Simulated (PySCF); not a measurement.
Several orderings of computed values.

Each SMILES stands for a single optimised conformer of the isolated species, non-relativistic unless stated; the electronic structure was computed with PySCF and density fitting.

The conformers computed, where there is a choice (atom-mapped SMILES and torsion angles):
- `[CH2:1]=[C:2]([C:3]#[C:4][C:5]#[N:6])/[CH:7]=[CH:8]/[CH2:9][CH2:10][C:11]#[N:12]`: C1–C2–C7–C8 180°, C7–C8–C9–C10 115°, C8–C9–C10–C11 -61°
- `[cH:1]1[cH:2][cH:3][c:4](-[c:5]2[cH:6][cH:7][cH:8][cH:9][n:10]2)[n:11][cH:12]1`: C3–C4–C5–C6 180°
- `[CH3:1][N:2]([NH:3][CH:4]1[CH2:5][CH2:6]1)[SiH:7]([CH3:8])[CH3:9]`: C1–N2–N3–C4 88°, N2–N3–C4–C5 96°, C1–N2–Si7–C8 161°
- `[CH3:1][CH2:2][c:3]1[cH:4][s:5][c:6]2[cH:7][cH:8][nH:9][c:10]12`: C1–C2–C3–C4 103°
- `[CH3:1][N:2]([NH:3][SiH:4]([CH3:5])[CH3:6])[CH:7]1[CH2:8][CH2:9]1`: C1–N2–N3–Si4 96°, N2–N3–Si4–C5 -74°, C1–N2–C7–C8 -156°
- `[CH3:1]/[CH:2]=[N:3]\[N:4]([SiH3:5])[CH2:6][CH2:7][CH2:8][CH3:9]`: C2–N3–N4–Si5 -6°, N3–N4–C6–C7 -89°, N4–C6–C7–C8 -178°, C6–C7–C8–C9 -179°

The conformers of `COC(=O)C(=O)OCC(C)C`, `FC(F)(F)O[C@H]1C[SiH2]CCO1`, `C[C@@H]1C[C@H]2C[C@@H]1C[C@@H]2Cl` and `C[C@@H](CC(F)=C(F)F)O[SiH2]O` aren't listed.

(1) Rank by dipole moment, highest first (PBE0/pcSseg-1 at GFN2-xTB geometries).
A. `C=C(C#CC#N)/C=C/CCC#N`
B. `CN(NC1CC1)[SiH](C)C`
C. `c1ccnc(-c2ncccc2)c1`
D. `CCc1csc2c1[nH]cc2`

(2) Give the two extremes of that set in atomic units.

(3) Rank by HOMO energy, highest first (PBE0/pcSseg-1 at GFN2-xTB geometries).
A. `COC(=O)C(=O)OCC(C)C`
B. `FC(F)(F)O[C@H]1C[SiH2]CCO1`
C. `C[C@@H]1C[C@H]2C[C@@H]1C[C@@H]2Cl`
D. `C1=CC=C(C2=CC=CC=N2)N=C1`
E. `CN(N[SiH](C)C)C1CC1`

(4) Rank by smallest rotational constant, highest first (GFN2-xTB).
A. `c1(CC)csc2cc[nH]c12`
B. `C(#N)CC/C=C/C(=C)C#CC#N`
C. `C(/C)=N/N([SiH3])CCCC`
D. `CN(NC1CC1)[SiH](C)C`

(5) Rank by HOMO–LUMO gap, lowest first (PBE0/pcSseg-1 at GFN2-xTB geometries).
A. `C=C(C#CC#N)/C=C/CCC#N`
B. `FC(F)(F)O[C@H]1C[SiH2]CCO1`
C. `n1ccccc1-c1ccccn1`
D. `CN(N[SiH](C)C)C1CC1`
E. `C[C@@H](CC(F)=C(F)F)O[SiH2]O`

(6) By how much do the two ends of that ranking differ?

Results:

(1) A (5.36 D), D (2.89 D), B (1.16 D), C (0.00 D).

(2) `c1ccc(-c2ccccn2)nc1`: 0.00 au; `C=C(C#CC#N)/C=C/CCC#N`: 2.11 au.

(3) E (-6.56 eV), D (-6.92 eV), A (-7.86 eV), C (-8.07 eV), B (-8.51 eV).

(4) D (0.839 GHz), A (0.715 GHz), C (0.542 GHz), B (0.384 GHz).

(5) A (5.08 eV), C (5.37 eV), E (7.74 eV), D (7.91 eV), B (9.18 eV).

(6) By 4.10 eV, between `FC(F)(F)O[C@H]1C[SiH2]CCO1` and `C=C(C#CC#N)/C=C/CCC#N`.
